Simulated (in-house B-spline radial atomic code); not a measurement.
Whole-atom quantities along the 14-electron series, configuration 1s2 2s2 2p6 3s2 3p1/2(2). Breit and QED terms are first order and not part of the total energy; the density at the nucleus is averaged over the nuclear charge. Computed with a B-spline radial code for spherical atoms: Dirac-Hartree-Fock, jj configuration that fills j = l - 1/2 first, finite nuclei.

| ion | Z | E/Z² (Eh) | Σ<r²> (bohr²) | n(0)/Z³ (bohr⁻³) | Lamb diamagnetic shielding (ppm) | repulsion over attraction | Breit energy (eV) | self-energy (eV) | vacuum polarisation (eV) |
| --- | --- | --- | --- | --- | --- | --- | --- | --- | --- |
| Co13+ | 27 | -1.8067 | 2.54 | 0.86849 | 1933.44 | 0.096792 | 14.106 | 10.628 | -0.91309 |
| Ni14+ | 28 | -1.8219 | 2.296 | 0.88582 | 2016.22 | 0.093664 | 15.915 | 12.066 | -1.0583 |
| Cu15+ | 29 | -1.8362 | 2.0856 | 0.90238 | 2099.31 | 0.09072 | 17.874 | 13.635 | -1.2203 |
| Zn16+ | 30 | -1.8499 | 1.9029 | 0.92027 | 2182.73 | 0.087944 | 19.99 | 15.344 | -1.4007 |
| Ga17+ | 31 | -1.8629 | 1.7431 | 0.93849 | 2266.49 | 0.085324 | 22.27 | 17.198 | -1.6007 |
| Ge18+ | 32 | -1.8753 | 1.6025 | 0.95723 | 2350.62 | 0.082848 | 24.719 | 19.205 | -1.8219 |
| As19+ | 33 | -1.8871 | 1.4782 | 0.97751 | 2435.13 | 0.080503 | 27.345 | 21.373 | -2.0658 |

(1) With what power of Z does the column «self-energy (eV)» change over this range?

## Answers

(1) A fit of the logarithm of its size against log Z from Z = 27 to 33 has slope 3.48. One-loop self-energy scales as Z⁴F(Zα), with F falling from low Z to about Z = 90.
